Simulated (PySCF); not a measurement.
Species: C5H6N2O2.
Cartesian coordinates in Å at the GFN2-xTB level; atoms count from 1:
```xyz
15
C5H6N2O2 angstrom
O     -2.3539    0.3198    1.3893
C     -2.5270    0.5648    0.2339
O     -1.9072    0.0039   -0.7950
C     -0.9191   -0.9894   -0.4989
N      0.3640   -0.4133   -0.2746
C      0.8279    0.1659    0.8606
C      2.0961    0.6078    0.5867
C      2.3144    0.2495   -0.7548
N      1.2647   -0.3590   -1.2590
H     -3.2534    1.2984   -0.1508
H     -0.8601   -1.6234   -1.3864
H     -1.2391   -1.5512    0.3881
H      0.2295    0.2149    1.7478
H      2.7720    1.1093    1.2477
H      3.1866    0.4101   -1.3564
```

Computed, not measured: TDDFT wB97X-D/def2-SVPD, vertical, gas phase, core orbitals frozen in the response (PySCF).

```tsv
state	E (eV)	E (hartree)	f	main configurations (H = HOMO, L = LUMO)
S1	5.99	0.2203	0.0006	H-3→L (80%), H-3→L+1 (9%)
S2	6.67	0.2450	0.160	H→L+1 (38%), H-1→L+1 (27%), H→L (11%)
S3	6.83	0.2511	0.0064	H-2→L+1 (76%), H-2→L (15%)
S4	6.90	0.2535	0.062	H-1→L+1 (30%), H→L+1 (25%), H→L (19%)
S5	7.31	0.2687	0.0053	H→L (64%), H→L+1 (28%)
S6	7.42	0.2726	0.0015	H-1→L (60%), H-1→L+1 (20%)
S7	7.64	0.2808	0.033	H→L+2 (52%), H→L+3 (38%)
S8	8.00	0.2941	0.022	H-1→L+2 (56%), H-1→L+3 (31%)
```

Triplets (Tamm–Dancoff): T1 4.69 eV, H→L+1 (66%), H→L (12%), H-1→L+1 (11%); T2 5.34 eV, H-1→L+1 (62%), H-1→L (14%), H→L+1 (12%); T3 5.49 eV, H-3→L (82%), H-3→L+1 (8%).

The lowest singlet comes at 207 nm (578 kJ/mol) in the ultraviolet; it is very weak; its leading configuration is HOMO-3→LUMO (80%). The most intense listed level is S2 at 6.67 eV (186 nm, f = 0.160), 0.67 eV above S1. Löwdin shares by element: HOMO carbon 54% or more, nitrogen 33%; LUMO oxygen 43%, carbon 35% or more, hydrogen 7% or more (atoms not listed hold the other 15%). Orbital energies (eV): HOMO-3 -10.84, HOMO-2 -10.46, HOMO-1 -9.56, HOMO -9.29, LUMO 1.44, LUMO+1 1.79, LUMO+2 2.34. Of the 8 states listed, 4 reach f = 0.01 and none stays under 0.0005. The listed states span 2.01 eV, and the widest gap between neighbours is 0.67 eV (S1 to S2). Only the lowest 8 singlets were computed, as vertical energies without vibronic structure.

Hardware: Arm Neoverse V1, one thread, no GPU, on a shared host. Cost: 51 s wall.

One conformer stands for the species.
